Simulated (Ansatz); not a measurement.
One change: `ClB1C=C1` becomes `B1C=C1`.

Ansatz, PBE0-D4/def2-TZVP geometries, multiplicity 1. 

```
                            property  `ClB1C=C1`
 HOMO energy (B3LYP/def2-TZVPP) / eV       -7.55
  LUMO energy (PBE0/def2-TZVPP) / eV       -0.55
  HOMO energy (PBE0/def2-TZVPP) / eV       -7.77
 HOMO–LUMO gap (PBE/def2-TZVPP) / eV        4.77
   LUMO energy (PBE/def2-TZVPP) / eV       -1.67
HOMO–LUMO gap (PBE0/def2-TZVPP) / eV        7.22
```

(1) Give the same properties after the change, and the shifts. (An estimate is asked.)

Results:

(1) The calculation gave: 
```tsv
property	`B1C=C1`	shift
HOMO energy (B3LYP/def2-TZVPP) / eV	-7.82	-0.27
LUMO energy (PBE0/def2-TZVPP) / eV	-0.27	0.28
HOMO energy (PBE0/def2-TZVPP) / eV	-8.02	-0.25
HOMO–LUMO gap (PBE/def2-TZVPP) / eV	5.28	0.51
LUMO energy (PBE/def2-TZVPP) / eV	-1.43	0.24
HOMO–LUMO gap (PBE0/def2-TZVPP) / eV	7.75	0.53
```

With PBE0 the HOMO falls by 0.25 eV and the LUMO rises by 0.28 eV, so the gap widens by about 0.53 eV. PBE moves the HOMO by -0.26 eV and ωB97M-V by -0.32 eV.

B3LYP here is the variant with VWN-RPA as its local correlation; programs differ in this.
